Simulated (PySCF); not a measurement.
**I⁺ (iodine, charge +1): UHF calculation**

Configuration: [Kr] 4d10 5s2 5p4, high-spin 3P determinant. Computed with PySCF 2.14 in def2-SVP with the def2 core potential (28 electrons), with scalar relativity through the core potential.

```
Total energy                                                  : -296.297095 hartree
One-electron energy                                           : -508.8105 hartree
Hartree (Coulomb) energy                                      : 233.4678 hartree
Exchange energy                                               : -20.9544 hartree
⟨S²⟩                                                          : 2.0066
⟨L²⟩                                                          : 2.020
Sum of ⟨r⟩                                                    : 28.87 bohr
Sum of ⟨r²⟩                                                   : 49.13 bohr²
Traceless quadrupole moment −½Σ⟨3z² − r²⟩ along its main axis : -2.71 e·bohr²
Time after the integrals                                      : 0.06 s of wall time on 1 thread of Neoverse-V2 (shared host)
```

```
shell  electrons  mean orbital energy (hartree)  spread (hartree)  rms radius, mean of both spins (bohr)
 4s α          1                       -8.11935                 0                                  0.793
 4s β          1                       -8.10103                 0                                  0.793
 4p α          3                       -5.96660           0.02775                                  0.849
 4p β          3                       -5.94832           0.00638                                  0.849
 4d α          5                       -2.65872           0.02942                                  0.985
 4d β          5                       -2.64423           0.01754                                  0.985
 5s α          1                       -1.28146                 0                                   2.08
 5s β          1                       -1.09285                 0                                   2.08
 5p α          3                       -0.75273           0.06055                                   2.51
 5p β          1                       -0.67134                 0                                   2.51
```

Energies and moments cover only the electrons outside the core potential.
